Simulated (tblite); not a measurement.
Potential energy surface of H₃Al, singlet: map of symmetric stretch and umbrella angle. Scanned: Al-H bond length and angle between the Al-H bonds and the threefold axis (90 = planar).

Level of theory: GFN2-xTB, 300 K electronic temperature run with tblite.

Energy in kJ/mol above the lowest grid point; x is the Al-H bond length (Å), y the angle between the Al-H bonds and the threefold axis (90 = planar) (°).

```
y \ x    1.39   1.46   1.52   1.61   1.67   1.76   1.84   1.88   1.98
------  -----  -----  -----  -----  -----  -----  -----  -----  -----
130     412.9  348.9  318.5  300.3  300.6  312.7  331.2  342.3  372.2
126.37  342.2  283.8  257.8  245.6  249.5  266.7  289.2  302.3  336.9
121.51  266.1  213.3  191.6  185.4  192.9  215.2  242.1  257.2  296.7
117.39  214.0  164.5  145.3  142.7  152.4  177.9  207.5  223.9  266.6
114.50  182.7  134.9  117.1  116.3  127.2  154.4  185.3  202.5  247.0
110.99  150.0  103.7   87.0   87.8   99.7  128.3  160.5  178.3  224.5
105.01  105.9   61.1   45.5   47.8   60.6   90.6  124.0  142.4  190.4
102.26   90.4   46.0   30.7   33.2   46.3   76.5  110.2  128.7  177.1
97.53    70.9   26.8   11.7   14.5   27.7   58.0   91.9  110.6  159.3
93.22    61.2   17.2    2.2    5.0   18.1   48.5   82.4  101.1  149.9
90       59.0   15.0    0.0    2.8   16.0   46.3   80.2   98.9  147.7
```

Points that lie below all their neighbours on the grid: x = 1.52, y = 90 on the edge of the grid (0.0 kJ/mol).
